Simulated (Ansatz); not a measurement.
Ansatz results at the PBE0-D4/def2-TZVP geometry: LUMO energy (B3LYP/def2-TZVPP) -0.18 eV; size of the dipole moment (B3LYP/def2-TZVPP) 4.09 D; LUMO energy (PBE/def2-TZVPP) -0.76 eV.

Which molecule gave them?
A. `N[Si]1(F)SS1`
B. `CCNCF`
C. `[GeH3][CH2]N1C=C1`
D. `C[CH]([GeH3])C#N`

D. The others give `N[Si]1(F)SS1`: -2.11, 3.16, -2.82; `CCNCF`: 0.80, 1.45, 0.33; `[GeH3][CH2]N1C=C1`: -0.63, 1.89, -1.44.

B3LYP here is the variant with VWN-RPA as its local correlation; programs differ in this.
